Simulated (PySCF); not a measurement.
PySCF input file for C4H4BNO, SMILES N#CC1=CCB1O, TDDFT-PBE/def2-SVPD. Geometry: PBE0-D3(BJ)/def2-SVP. This is a generated structure with no PubChem entry under its InChIKey; it may be hypothetical. Other conformers were not sampled.

```python
import numpy as np
from pyscf import gto, scf, dft, tdscf

mol = gto.M(
    atom='''
    N    -0.38829711   -2.92896082    0.00000000
    C    -0.09648084   -1.80563636    0.00000000
    C     0.22485188   -0.42540569   -0.00000000
    C     1.43010581    0.20434416    0.00000000
    C     1.01530300    1.66294308   -0.00000000
    B    -0.44723725    0.98774249    0.00000000
    O    -1.72097376    1.39484563   -0.00000000
    H     2.44049170   -0.22591617   -0.00000000
    H     1.32978815    2.23036872   -0.89269882
    H     1.32978816    2.23036872    0.89269882
    H    -1.82069106    2.35295589    0.00000001
    ''',
    basis='def2-SVPD',
    charge=0,
    spin=0,
    symmetry=True,
    max_memory=1600,
    verbose=4,
)
mf = dft.RKS(mol, xc='pbe').density_fit(auxbasis='def2-universal-jkfit')
mf.grids.level = 3
mf.conv_tol = 1e-9
mf.max_cycle = 100
mf.kernel()
mf.grids = dft.Grids(mol).set(level=1).build(with_non0tab=True)  # coarser grid for the response kernel
td = tdscf.TDDFT(mf)
td.singlet = True
td.nstates = 10
td.conv_tol = 1e-4
td.positive_eig_threshold = 1e-6
td.kernel(x0=td.get_init_guess(mf, 15))
td.analyze()
tt = tdscf.TDA(mf)
tt.singlet = False
tt.nstates = 4
tt.conv_tol = 1e-4
tt.positive_eig_threshold = 1e-6
tt.kernel(x0=tt.get_init_guess(mf, 9))
tt.analyze(verbose=3)
```

Log of the run:

```
PySCF version 2.14.0

[INPUT] verbose = 4
[INPUT] num. atoms = 11
[INPUT] num. electrons = 48
[INPUT] charge = 0
[INPUT] spin (= nelec alpha-beta = 2S) = 0
[INPUT] symmetry True subgroup None
[INPUT] Mole.unit = angstrom
[INPUT] Symbol           X                Y                Z      unit          X                Y                Z       unit  Magmom
[INPUT]  1 N     -0.388297110000  -2.928960820000   0.000000000000 AA   -0.733775192860  -5.534933779382   0.000000000000 Bohr   0.0
[INPUT]  2 C     -0.096480840000  -1.805636360000   0.000000000000 AA   -0.182322363868  -3.412158200957   0.000000000000 Bohr   0.0
[INPUT]  3 C      0.224851880000  -0.425405690000   0.000000000000 AA    0.424908471794  -0.803900245932   0.000000000000 Bohr   0.0
[INPUT]  4 C      1.430105810000   0.204344160000   0.000000000000 AA    2.702508310049   0.386154497554   0.000000000000 Bohr   0.0
[INPUT]  5 C      1.015303000000   1.662943080000   0.000000000000 AA    1.918644603449   3.142506981941   0.000000000000 Bohr   0.0
[INPUT]  6 B     -0.447237250000   0.987742490000   0.000000000000 AA   -0.845155915204   1.866562787696   0.000000000000 Bohr   0.0
[INPUT]  7 O     -1.720973760000   1.394845630000   0.000000000000 AA   -3.252169073963   2.635876226746   0.000000000000 Bohr   0.0
[INPUT]  8 H      2.440491700000  -0.225916170000   0.000000000000 AA    4.611860922274  -0.426919688411   0.000000000000 Bohr   0.0
[INPUT]  9 H      1.329788150000   2.230368720000  -0.892698820000 AA    2.512935407192   4.214786037597  -1.686956281522 Bohr   0.0
[INPUT] 10 H      1.329788160000   2.230368720000   0.892698820000 AA    2.512935426089   4.214786037597   1.686956281522 Bohr   0.0
[INPUT] 11 H     -1.820691060000   2.352955890000   0.000000010000 AA   -3.440607460844   4.446442215282   0.000000018897 Bohr   0.0

nuclear repulsion = 232.683557929403
point group symmetry = Cs
symmetry origin: [-1.96846474e-09  1.96846478e-09  3.93692943e-10]
symmetry axis x: [ 1.00000000e+00 -1.84402794e-09 -1.66370183e-10]
symmetry axis y: [-1.84402794e-09 -1.00000000e+00 -1.78351646e-10]
symmetry axis z: [ 1.66370183e-10 -1.78351669e-10  1.00000000e+00]
num. orbitals of irrep A' = 120
num. orbitals of irrep A" = 55
number of shells = 73
number of NR pGTOs = 253
number of NR cGTOs = 175
basis = def2-SVPD
ecp = {}


[settings echo left out]
init E= -309.846228957517
HOMO (A") = -0.314464737239988  LUMO (A") = -0.145926462630945  gap/eV = 4.58616
cycle= 1 E= -308.927857924515  delta_E= 0.918  |g|= 0.798  |ddm|= 6.19
HOMO (A') = -0.16777472061775  LUMO (A") = -0.0648911482567148  gap/eV = 2.79960
cycle= 2 E= -308.297732560656  delta_E= 0.63  |g|= 1.85  |ddm|= 2.98
HOMO (A") = -0.2316314838522  LUMO (A") = -0.07513222674362  gap/eV = 4.25856
cycle= 3 E= -309.012723650761  delta_E= -0.715  |g|= 0.456  |ddm|= 2.19
HOMO (A") = -0.256355744912267  LUMO (A") = -0.107696712333836  gap/eV = 4.04522
cycle= 4 E= -309.061771231465  delta_E= -0.049  |g|= 0.159  |ddm|= 0.717
HOMO (A") = -0.26335067775503  LUMO (A") = -0.109454119968511  gap/eV = 4.18774
cycle= 5 E= -309.066019824742  delta_E= -0.00425  |g|= 0.0911  |ddm|= 0.262
HOMO (A") = -0.259250756856547  LUMO (A") = -0.105700895700106  gap/eV = 4.17830
cycle= 6 E= -309.067707662864  delta_E= -0.00169  |g|= 0.022  |ddm|= 0.118
HOMO (A") = -0.258215426369524  LUMO (A") = -0.105522143903093  gap/eV = 4.15500
cycle= 7 E= -309.067804066148  delta_E= -9.64e-05  |g|= 0.0117  |ddm|= 0.0493
HOMO (A") = -0.258140936599477  LUMO (A") = -0.10530260266187  gap/eV = 4.15894
cycle= 8 E= -309.067842748764  delta_E= -3.87e-05  |g|= 0.00243  |ddm|= 0.0169
HOMO (A") = -0.25824517547113  LUMO (A") = -0.105394747518206  gap/eV = 4.15927
cycle= 9 E= -309.067844138847  delta_E= -1.39e-06  |g|= 0.000464  |ddm|= 0.00503
HOMO (A") = -0.258228165448123  LUMO (A") = -0.105388757142749  gap/eV = 4.15897
cycle= 10 E= -309.067844199721  delta_E= -6.09e-08  |g|= 0.000156  |ddm|= 0.00122
HOMO (A") = -0.258240104993264  LUMO (A") = -0.105397709565327  gap/eV = 4.15905
cycle= 11 E= -309.067844204122  delta_E= -4.4e-09  |g|= 9.51e-05  |ddm|= 0.000406
HOMO (A") = -0.258233428390938  LUMO (A") = -0.105391557297529  gap/eV = 4.15904
cycle= 12 E= -309.067844206249  delta_E= -2.13e-09  |g|= 1.21e-05  |ddm|= 0.000155
HOMO (A") = -0.25823377512242  LUMO (A") = -0.105392118416308  gap/eV = 4.15903
cycle= 13 E= -309.067844206272  delta_E= -2.34e-11  |g|= 7.67e-06  |ddm|= 2.8e-05
HOMO (A") = -0.258234129212918  LUMO (A") = -0.105392604608  gap/eV = 4.15903
Extra cycle  E= -309.067844206176  delta_E= 9.66e-11  |g|= 2.15e-05  |ddm|= 3.46e-05
converged SCF energy = -309.067844206176
tot grids = 46088
Overwritten attributes  positive_eig_threshold  of <class 'pyscf.tdscf.rks.CasidaTDDFT'>


******** <class 'pyscf.tdscf.rks.CasidaTDDFT'> for <class 'pyscf.df.df_jk.DFSymAdaptedRKS'> ********
nstates = 10 singlet
deg_eia_thresh = 1.000e-03
wfnsym = None
conv_tol = 0.0001
eigh lindep = 1e-12
eigh level_shift = 0
eigh max_cycle = 100


Excitation energies (eV)
[4.71502606 5.13670224 5.20467923 5.63904643 6.14356559 6.42862814
 6.44775722 6.52986973 6.60102372 6.64668276]

** Singlet excitation energies and oscillator strengths **
Excited State   1:   A"      4.71503 eV    262.96 nm  f=0.0002
      23 -> 25        0.70512
Excited State   2:   A'      5.13670 eV    241.37 nm  f=0.1013
      20 -> 25       -0.10614
      24 -> 25        0.65931
      24 -> 26        0.18717
Excited State   3:   A"      5.20468 eV    238.22 nm  f=0.0000
      22 -> 25        0.70355
Excited State   4:   A"      5.63905 eV    219.87 nm  f=0.0024
      21 -> 25       -0.70225
Excited State   5:   A"      6.14357 eV    201.81 nm  f=0.0008
      24 -> 27        0.70681
Excited State   6:   A'      6.42863 eV    192.86 nm  f=0.1491
      20 -> 25        0.13096
      23 -> 27       -0.14133
      23 -> 28       -0.22187
      24 -> 25        0.16076
      24 -> 26       -0.60753
Excited State   7:   A"      6.44776 eV    192.29 nm  f=0.0005
      19 -> 25        0.65232
      23 -> 26       -0.24589
Excited State   8:   A"      6.52987 eV    189.87 nm  f=0.0005
      19 -> 25       -0.24379
      23 -> 26       -0.65102
      24 -> 28       -0.11163
Excited State   9:   A'      6.60102 eV    187.83 nm  f=0.0235
      18 -> 25        0.10735
      20 -> 25        0.57331
      23 -> 27       -0.30921
      23 -> 28        0.13700
      24 -> 26        0.14160
Excited State  10:   A'      6.64668 eV    186.54 nm  f=0.0233
      20 -> 25       -0.31716
      23 -> 27       -0.61717

** Transition electric dipole moments (AU) **
state          X           Y           Z        Dip. S.      Osc.
  1        -0.0000     -0.0000     -0.0428      0.0018      0.0002
  2         0.6756      0.5902      0.0000      0.8048      0.1013
  3        -0.0000     -0.0000      0.0043      0.0000      0.0000
  4         0.0000      0.0000     -0.1309      0.0171      0.0024
  5        -0.0000      0.0000     -0.0721      0.0052      0.0008
  6         0.2725      0.9342      0.0000      0.9469      0.1491
  7        -0.0000     -0.0000     -0.0556      0.0031      0.0005
  8         0.0000     -0.0000     -0.0581      0.0034      0.0005
  9         0.1824     -0.3346     -0.0000      0.1452      0.0235
 10        -0.2225     -0.3064      0.0000      0.1434      0.0233

** Transition velocity dipole moments (imaginary part, AU) **
state          X           Y           Z        Dip. S.      Osc.
  1        -0.0000     -0.0000     -0.0103      0.0001      0.0004
  2         0.1238      0.1098      0.0000      0.0274      0.0967
  3        -0.0000     -0.0000      0.0027      0.0000      0.0000
  4        -0.0000     -0.0000     -0.0305      0.0009      0.0030
  5        -0.0000      0.0000     -0.0175      0.0003      0.0009
  6         0.0624      0.2156      0.0000      0.0504      0.1421
  7        -0.0000     -0.0000     -0.0140      0.0002      0.0006
  8        -0.0000      0.0000     -0.0138      0.0002      0.0005
  9         0.0424     -0.0815     -0.0000      0.0084      0.0232
 10        -0.0549     -0.0764      0.0000      0.0088      0.0241

** Transition magnetic dipole moments (imaginary part, AU) **
state          X           Y           Z
  1        -0.2475      0.4809     -0.0000
  2         0.0000      0.0000     -0.5479
  3        -0.4015     -0.4902     -0.0000
  4        -0.2417      0.1620     -0.0000
  5         0.2401      0.0019     -0.0000
  6        -0.0000      0.0000     -0.3043
  7         0.7896      0.3855     -0.0000
  8         0.4071     -0.2455      0.0000
  9        -0.0000      0.0000     -0.6963
 10         0.0000      0.0000     -0.0211
Overwritten attributes  positive_eig_threshold  of <class 'pyscf.tdscf.rks.TDA'>


******** <class 'pyscf.tdscf.rks.TDA'> for <class 'pyscf.df.df_jk.DFSymAdaptedRKS'> ********
nstates = 4 triplet
deg_eia_thresh = 1.000e-03
wfnsym = None
conv_tol = 0.0001
eigh lindep = 1e-12
eigh level_shift = 0
eigh max_cycle = 100


Excitation energies (eV)
[3.46034903 4.44812399 4.93867265 5.30110422]

** Triplet excitation energies and oscillator strengths **
Excited State   1:   A'      3.46035 eV    358.30 nm  f=0.0000
Excited State   2:   A"      4.44812 eV    278.73 nm  f=0.0000
Excited State   3:   A"      4.93867 eV    251.05 nm  f=0.0000
Excited State   4:   A"      5.30110 eV    233.88 nm  f=0.0000
```

The calculation finished and met its thresholds.
